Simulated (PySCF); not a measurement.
**Working out the ionisation energy of F²⁺**

F²⁺ [He] 2s2 2p3 (4S) → F³⁺ [He] 2s2 2p2 (3P). Computed with PySCF 2.14 in 6-31G*, with the non-relativistic Hamiltonian (point nucleus). Frozen: 1s2. Energies in hartree (1 hartree = 27.21139 eV):

```csv
part,F²⁺ (lower),F³⁺ (upper)
UHF,-97.559682,-95.270539
CCSD correlation,-0.058449,-0.060700
(T),-0.000377,-0.000280
```

Question: What does Hartree-Fock give?

Answer: (-95.270539) − (-97.559682) = 2.289143 hartree = 62.291 eV.

Question: What do CCSD and CCSD(T) give?

Answer: The CCSD correlation energies differ by -0.002251 hartree = -0.061 eV and the triples by 0.000097 hartree = 0.003 eV, so CCSD gives 62.230 eV and CCSD(T) 62.233 eV.

Reference: 62.708 eV (semi-empirical (NIST evaluation); NIST Atomic Spectra Database, ionization energies), between the lowest levels; spin-orbit coupling is absent from the calculation.

What remains against the reference includes basis incompleteness, the frozen core and higher excitations.
